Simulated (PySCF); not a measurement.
PGME (C4H10O2), SMILES C(C)(COC)O. Coordinates come from a PBE-D3(BJ)/def2-SVP optimisation. One conformer was computed; it need not be the lowest.

All values below come from PySCF 2.14.0 with PBE-D3(BJ)/def2-SVP.

Harmonic wavenumbers (cm⁻¹): 90, 131, 179, 223, 239, 338, 379, 476, 490, 522, 850, 907, 916, 983, 1062, 1107, 1133, 1145, 1167, 1185, 1215, 1246, 1305, 1330, 1353, 1393, 1403, 1409, 1418, 1422, 1427, 1450, 2868, 2881, 2897, 2933, 2955, 2977, 3063, 3070, 3080, 3636. Rotational constants (GHz): 7.855, 1.927, 1.662; symmetry number 1.

### Question
Work out the zero-point energy and the ideal-gas rigid-rotor harmonic-oscillator thermochemistry at 298.15 K and 1 atm.

### Answer
ZPE = ½ Σ hcν = ½ × 60257 cm⁻¹ = 86.14 kcal/mol. H − E(el) = 91.58 kcal/mol. Entropy in cal/(mol K): translation 39.41, rotation 26.95, vibration 18.08, total 84.44. G − E(el) = 66.41 kcal/mol. Cp = 29.11 cal/(mol K). Modes under 150 cm⁻¹ make the vibrational entropy uncertain.
